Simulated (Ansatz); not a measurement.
`O=C1CBO1` at its PBE0-D4/def2-TZVP geometry, where that method's forces vanish. Total charge 0; spin multiplicity 1.

```xyz
8

O    -2.1585    0.4120   -0.2298
C    -0.9874    0.3141   -0.1639
C     0.0481   -0.6858    0.3214
B     0.9929    0.4638   -0.1996
O    -0.0536    1.2790   -0.5990
H    -0.0059   -0.8846    1.3929
H     0.0220   -1.6358   -0.2147
H     2.1425    0.7373   -0.3074
```

Problem. What forces (eV/Å) does PBE-D4/def2-TZVPP give on these atoms in Ansatz? (Estimate.)

Solution. The calculation gave: 
```
O1  -1.283  0.107 -0.072
C2   0.491 -0.476  0.231
C3   0.151 -0.062  0.031
B4   0.328 -0.262  0.128
O5   0.191  0.927 -0.430
H6  -0.007 -0.070  0.217
H7  -0.001 -0.211 -0.085
H8   0.130  0.047 -0.020
```
